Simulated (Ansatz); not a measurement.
Job for Ansatz (a program for electronic structure): U-B3LYP/def2-TZVPP on Be2-, 2S+1 = 2, a spin state set in the input, which need not be the lowest, a point of a bond scan (R = 2.175 Å). Charge -1.

Ansatz 0.2 input:
```yaml
crystal:
  periodic: [false, false, false]
  atoms:
    - {symbol: Be, position_ang: [0.00000000, 0.00000000, 0.00000000]}
    - {symbol: Be, position_ang: [0.00000000, 0.00000000, 2.17487500]}
basis:
  gaussian:
    orbitals: def2-TZVPP
    pivot_positions_ang: [[0.00000000, 0.00000000, 0.00000000], [0.00000000, 0.00000000, 2.17487500]]
hamiltonian:
  xc: {name: B3LYP}
total_charge: -1
magnetization: {spin_polarized: true, initial_magnetization: 1}
output: {forces: true, orbitals: {seedname: ./end}}
```

**Question.** What total energy does the run end on?

**Answer.** -29.3680 hartree. Its determinant has ⟨S²⟩ = 0.92, a mixture of spin states.

**Question.** How many basis functions does it have, and what does it roughly cost on one machine?

**Answer.** 38 functions; roughly 8 core-seconds.
